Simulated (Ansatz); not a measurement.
Frontier orbitals of `C[SiH2][SiH2][TeH]`.

Z-matrix (Å, degrees):
```
C
Si 1 1.872
H 1 1.092 2 110.7
H 1 1.092 2 110.7 3 -120.1
H 1 1.092 2 110.3 3 119.7
Si 2 2.337 1 110.4 3 -63.2
H 2 1.491 1 110.8 3 178.3
H 2 1.491 1 110.9 3 58.7
Te 6 2.506 2 108.5 1 -57.5
H 6 1.489 2 112.1 1 56.3
H 6 1.488 2 113.0 1 178.9
H 9 1.659 6 91.6 2 -50.0
```

Total charge 0; spin multiplicity 1. Correlated methods include outer-core shells of Te, which these sets cover unevenly. Te: def2 effective core potential. The geometry is a stationary point of PBE0-D4/def2-TZVP. It is one conformer, not always the lowest. Basis def2-TZVPP, the Gaussian-basis code of Ansatz.

Orbital energies of one run (eV). Highest occupied ones, from the top: -6.57, -8.12, -8.97, -9.53, -9.87, -10.00, -10.71, -11.92, -11.98, -13.94, -15.55, -18.30, -20.42, -44.36. Empty: -0.72, -0.06, 0.27, 1.08, 1.12, 1.59.

Task: Which functional gave them?
A. BHLYP
B. ωB97X-V
C. B97M-V
D. r2SCAN0

Result: D. HOMO energies: r2SCAN0 -6.57, ωB97X-V -8.58, BHLYP -7.26, B97M-V -5.68 eV.
